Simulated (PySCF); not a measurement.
Input for PySCF: R-MP2/6-31G* on BH3Se2 (SMILES [SeH]B[SeH]), a point of a torsion scan.

```python
from pyscf import gto, scf, dft, mp
from pyscf.data.elements import chemcore

mol = gto.M(
    atom='''
    Se   -1.80259730   -0.06792592   -0.66050043
    B    -0.23366711    0.69882870    0.10238340
    Se    0.93060589   -0.28027951    1.24581938
    H    -2.11006561   -1.03019081    0.37413078
    H     0.10484401    1.73716504   -0.31543210
    H     1.93278812    0.73688342    1.43129753
    ''',
    basis='6-31g*',
    cart=True,
    charge=0, spin=0, verbose=3, max_memory=1800)
mf = scf.RHF(mol)
mf.conv_tol = 1e-8
mf.max_cycle = 100
mf.kernel()
if not mf.converged:
    mf = mf.newton().run(mf.mo_coeff, mf.mo_occ)
pt = mp.MP2(mf, frozen=chemcore(mol)).run()
```

Output:

```
converged SCF energy = -4825.54406364822
E(RMP2) = -4826.15180824595  E_corr = -0.607744597734079
E(SCS-RMP2) = -4826.11067843262  E_corr = -0.566614784404093
```

The run converged.

Cost: around 3 core-seconds (rough).
